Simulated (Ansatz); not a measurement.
Cl2H4OSi2 can be A, `O[SiH](Cl)[SiH2]Cl`, or B, `Cl[SiH2]O[SiH2]Cl`.

Calculated with Ansatz (gas phase, PBE0-D4/def2-TZVP geometries, no zero-point term in ΔE). CBS: MP2 limit from def2 TZ/QZ plus the TZ coupled-cluster correction, frozen cores. DFT in def2-TZVPP. B3LYP here is the variant with VWN-RPA as its local correlation; programs differ in this. One conformer a species, not always the lowest.

Question: Which isomer does CCSD(T)/CBS put lower? Give the gap. (Best estimate.)

Answer: Ansatz gave: B, by 30.5 kcal/mol.

Question: Give E(B) − E(A) in kcal/mol with PBE-D4, B3LYP, CCSD(T)/def2-SVP, LDA (SPW92), MP2/def2-TZVPP, BLYP-D4, r2SCAN-D4. (Best estimate.)

Answer: Computed: PBE-D4 -23.3, B3LYP -30.1, CCSD(T)/def2-SVP -30.3, LDA (SPW92) -24.1, MP2/def2-TZVPP -32.4, BLYP-D4 -28.0, r2SCAN-D4 -28.6. None reverses the order clearly.

Question: Does the order hold for the free energy at 298.15 K (harmonic terms from PBE0-D4)? (An estimate is asked.)

Answer: Computed: Yes: G(B) − G(A) = -31.1 kcal/mol, for one conformer each. Modes under 60 cm⁻¹, often nearly free rotors, make the harmonic entropy too high.

Largest T1 diagnostic: 0.011.

From BLYP to BHLYP (50 % exact exchange), in def2-TZVPP and without D4, E(B) − E(A) moves by −5.0 kcal/mol. In def2-TZVPP, CCSD(T) changes the Hartree–Fock value by +6.2 kcal/mol (the triples alone add +1.0 kcal/mol) and MP2 by +4.7 kcal/mol.
